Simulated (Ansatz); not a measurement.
K₂H₂⁺, relaxed as a doublet with UKS PBE-D4/def2-TZVP in Ansatz, starting from the GFN1-xTB geometry. Force threshold 0.02 eV/Å.

The structure comes from a short search, and lower isomers may exist.

Start:

```xyz
4

K    -1.9394    0.5106   -0.0916
K     1.9353   -0.5234    0.0876
H    -0.3254   -1.2390   -0.1142
H     0.3294    1.2517    0.1182
```

| step | energy (eV) | largest force component (eV/Å) | SCF passes |
| --- | --- | --- | --- |
| 1 | -32663.3659 | 0.571 | 25 |
| 2 | -32663.5707 | 0.279 | 28 |
| 3 | -32663.7378 | 0.329 | 26 |
| 4 | -32663.8884 | 0.321 | 26 |
| 5 | -32664.0464 | 0.343 | 28 |
| 6 | -32664.1468 | 0.407 | 40 |
| 7 | -32664.1527 | 0.223 | 30 |
| 8 | -32664.1633 | 0.064 | 31 |
| 9 | -32664.1641 | 0.024 | 38 |
| 10 | -32664.1645 | 0.013 | 33 |
| 11 | -32664.1658 | 0.020 | 36 |
| 12 | -32664.1817 | 0.135 | 38 |
| 13 | -32664.2630 | 0.465 | 33 |
| 14 | -32664.4356 | 0.350 | 31 |
| 15 | -32664.6025 | 0.376 | 27 |
| 16 | -32664.7890 | 0.535 | 25 |
| 17 | -32665.0695 | 0.261 | 28 |
| 18 | -32665.1686 | 0.173 | 27 |
| 19 | -32665.2244 | 0.275 | 28 |
| 20 | -32665.2580 | 0.104 | 27 |
| 21 | -32665.2670 | 0.033 | 27 |
| 22 | -32665.2676 | 0.021 | 24 |
| 23 | -32665.2679 | 0.002 | 22 |

Force components are those of the run's own axes.

End:

```xyz
4

K    -2.8287   -0.8479   -0.2498
K     2.0417   -2.1480   -0.0246
H     0.2977    1.1333    0.1039
H     0.4893    1.8627    0.1706
```

Bonds lost: K1–H3, K1–H4, K2–H3, K2–H4 (atoms count from 1). Metal–metal contacts that move far: K1–K2 4.01 to 5.05 Å. The end holds 2 separate pieces.

The force fell under the threshold at step 10, but the optimiser went on and released 1.103 eV more. No frequencies were taken in this run, so the end may be a saddle point.

It took 31 s on 4 threads of Arm Neoverse V2 on a shared host.
